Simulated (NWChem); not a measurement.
Basis-set convergence for H3FZr

SMILES: [F][ZrH3]
```xyz
5

Zr     0.2874    -0.0583     0.0000
F     -1.5597     0.3165     0.0000
H      1.0226     0.6947     1.5318
H      1.0226     0.6947    -1.5318
H      0.4949    -1.9052     0.0000
```
Charge 0, spin multiplicity 1.

Program: NWChem. Structure: optimised with PBE/def2-SVP with def2 effective core potentials on Zr, a minimum by its harmonic frequencies.

Quantity: dipole moment at the level B3LYP.

Effective core potentials replace the inner electrons of Zr; spin-orbit coupling is left out. B3LYP has NWChem's definition, with VWN1-RPA local correlation. The structure started from a generated list of species.

The cost column gives rough processor time relative to def2-SVP; each entry includes its own SCF.

```tsv
basis	functions	dipole moment (D)	relative cost
def2-SVP	60	(withheld)	1
def2-SVPD	81	(withheld)	under 3
def2-TZVP	89	(withheld)	under 3
def2-TZVPD	107	0.71	under 3
def2-TZVPP	129	0.69	3
def2-QZVP	219	0.68	30
```

What belongs in the gaps?


- def2-SVP, dipole moment (D): 0.66
- def2-SVPD, dipole moment (D): 0.78
- def2-TZVP, dipole moment (D): 0.77
